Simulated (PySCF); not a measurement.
**Radial density of Hg (mercury, neutral)**

UHF, [Xe] 4f14 5d10 6s1 6p1, high-spin 3P determinant (an excited configuration). Calculation: PySCF 2.14, in aug-cc-pVDZ-PP with ECP60MDF; a scalar-relativistic core potential. This is the valence pseudo-density: the core potential removes the inner electrons and smooths the orbitals near the nucleus.

```json
{"r (bohr)": "0.0418", "4πr²ρ (e/bohr)": "1.213e-05", "4πr²(ρα − ρβ)": "0.0000"}
{"r (bohr)": "0.0703", "4πr²ρ (e/bohr)": "4.036e-05", "4πr²(ρα − ρβ)": "0.0000"}
{"r (bohr)": "0.118", "4πr²ρ (e/bohr)": "0.0001993", "4πr²(ρα − ρβ)": "0.0000"}
{"r (bohr)": "0.199", "4πr²ρ (e/bohr)": "0.002549", "4πr²(ρα − ρβ)": "0.0000"}
{"r (bohr)": "0.335", "4πr²ρ (e/bohr)": "0.1137", "4πr²(ρα − ρβ)": "0.0020"}
{"r (bohr)": "0.563", "4πr²ρ (e/bohr)": "4.486", "4πr²(ρα − ρβ)": "0.0543"}
{"r (bohr)": "0.947", "4πr²ρ (e/bohr)": "18.23", "4πr²(ρα − ρβ)": "-0.0967"}
{"r (bohr)": "1.59", "4πr²ρ (e/bohr)": "8.085", "4πr²(ρα − ρβ)": "0.2661"}
{"r (bohr)": "2.68", "4πr²ρ (e/bohr)": "1.554", "4πr²(ρα − ρβ)": "0.7217"}
{"r (bohr)": "4.51", "4πr²ρ (e/bohr)": "0.3117", "4πr²(ρα − ρβ)": "0.2939"}
{"r (bohr)": "7.58", "4πr²ρ (e/bohr)": "0.03010", "4πr²(ρα − ρβ)": "0.0301"}
{"r (bohr)": "12.7", "4πr²ρ (e/bohr)": "0.0001790", "4πr²(ρα − ρβ)": "0.0002"}
```

Energies and moments cover only the electrons outside the core potential. Spin-orbit coupling, absent here, splits the open shell strongly.

(1) Where is the radial spin density 4πr²(ρα − ρβ) most negative, and why is it negative at all?

Answers

(1) Around r = 0.947 bohr, down to -0.0967 e/bohr: exchange with the open shell polarises the paired shells in an unrestricted calculation.
